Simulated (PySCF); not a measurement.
A PySCF script (with the pyscf-properties extension) for the NMR shieldings of `InChI=1S/C2H13NSSi4/c1-2-8(4-7)3(5)6/h2,8H,1H2,5-7H3/t8-/m1/s1`, on a GFN2-xTB geometry:

```python
import basis_set_exchange as bse
import numpy as np
from pyscf import gto, dft
from pyscf.prop import nmr

atoms = """
C     1.109847    2.580892    0.346557
C     0.368295    1.561331    0.747249
Si    0.089355   -0.001345   -0.259284
S     1.553244   -1.480248    0.285030
Si    3.386244   -0.462453   -0.144805
N    -1.465377   -0.674700    0.079908
Si   -1.648385   -2.385858    0.422468
Si   -2.867280    0.347898   -0.093826
H     1.262301    3.464490    0.947893
H     1.600202    2.579384   -0.614111
H    -0.106015    1.612978    1.720270
H     0.260227    0.250447   -1.695497
H     3.525816    0.684056    0.745290
H     4.394126   -1.480643    0.091980
H     3.367846   -0.019505   -1.535113
H    -3.089427   -2.605848    0.532141
H    -0.978453   -2.685487    1.683720
H    -1.095548   -3.150893   -0.692071
H    -2.385222    1.726753   -0.155308
H    -3.721688    0.148464    1.074375
H    -3.569028    0.007231   -1.332633
"""
names = dict.fromkeys(["C", "Si", "S", "N", "H"], "pcSseg-1")
basis = {el: gto.basis.parse(bse.get_basis(n, elements=[el], fmt="nwchem")) for el, n in names.items()}
mol = gto.M(atom=atoms, basis=basis, charge=0, verbose=0)
mf = dft.RKS(mol, xc="PBE0")
mf.grids.level = 2
mf.grids.alignment = dft.numint.BLKSIZE   # the property module wants whole blocks of grid points
mf.conv_tol = 1e-9
mf.kernel()

calc = nmr.RKS(mf)   # GIAO
C = mf.mo_coeff
Co = C[:, mf.mo_occ > 0]
resp = mf.gen_response(singlet=True, hermi=2)
def vind(x):   # induced exchange potential for any number of trial vectors
    d = np.einsum("pi,xij,qj->xpq", C, 2 * x.reshape(-1, C.shape[1], Co.shape[1]), Co, optimize=True)
    return np.einsum("xpq,pi,qj->xij", resp(d - d.transpose(0, 2, 1)), C, Co, optimize=True).ravel()
mo1, _ = nmr.rhf.solve_mo1(calc, with_cphf=vind)
sigma = calc.kernel(mo1)
for i, s in enumerate(sigma):   # ppm
    w = np.linalg.eigvalsh((s + s.T) / 2)
    print("%2d %-2s iso %8.1f  s11 %8.1f  s22 %8.1f  s33 %8.1f" % (i, mol.atom_pure_symbol(i), w.mean(), *w))
```

Question: Give the expected output.

Answer: 
```
 0 C  iso     44.5  s11    -82.4  s22     44.9  s33    171.1
 1 C  iso     42.2  s11    -69.0  s22     34.7  s33    160.9
 2 Si iso    357.0  s11    332.4  s22    349.9  s33    388.8
 3 S  iso    794.8  s11    748.2  s22    787.2  s33    848.9
 4 Si iso    408.9  s11    367.9  s22    403.9  s33    454.8
 5 N  iso    275.5  s11    262.1  s22    275.3  s33    289.2
 6 Si iso    400.7  s11    369.4  s22    377.2  s33    455.6
 7 Si iso    402.4  s11    367.6  s22    376.8  s33    462.9
 8 H  iso     25.2  s11     21.9  s22     24.8  s33     28.8
 9 H  iso     25.8  s11     21.1  s22     25.8  s33     30.6
10 H  iso     25.5  s11     22.4  s22     25.8  s33     28.4
11 H  iso     26.1  s11     22.4  s22     25.2  s33     30.7
12 H  iso     27.2  s11     23.1  s22     26.3  s33     32.3
13 H  iso     27.0  s11     22.8  s22     24.6  s33     33.6
14 H  iso     27.2  s11     23.5  s22     25.0  s33     33.1
15 H  iso     27.1  s11     23.2  s22     25.9  s33     32.2
16 H  iso     26.6  s11     22.3  s22     25.9  s33     31.6
17 H  iso     26.7  s11     22.7  s22     25.5  s33     31.9
18 H  iso     27.0  s11     22.4  s22     27.6  s33     30.9
19 H  iso     27.0  s11     23.4  s22     24.9  s33     32.8
20 H  iso     27.0  s11     23.2  s22     24.7  s33     33.2
```

These numbers come from an equivalent density-fitted implementation of the same equations, which agrees with the script to about 0.01 ppm for H and up to a few tenths of a ppm for heavy atoms, so last digits may differ.

Question: Turn these shieldings into chemical shifts. Shifts are taken against calculated references (same method and geometry level): TMS for 13C (σref 186.93) and 29Si (σref 349.16) and 1H (σref 31.72); 33S (σref 503.73) against CS2; 15N (σref 267.73) against NH3.

Answer: Averaging equivalent atoms: C 1: 144.7; C 0: 142.4; Si 2: -7.9; Si 6/7: -52.4; Si 4: -59.7; S 3: -291; N 5: -7.8; H 8: 6.56; H 10: 6.18; H 9: 5.90; H 11: 5.61; H 15/16/17/18/19/20: 4.81; H 12/13/14: 4.56 ppm. Experimental scales use liquid or dissolved standards, which lie at an offset from isolated NH3 (liquid NH3: subtract about 20 ppm).

Size and cost of the density-fitted run: 236 basis functions, 2.2 min wall time on 1 thread of an Arm Neoverse N1, shared host; peak memory 1.1 GiB.
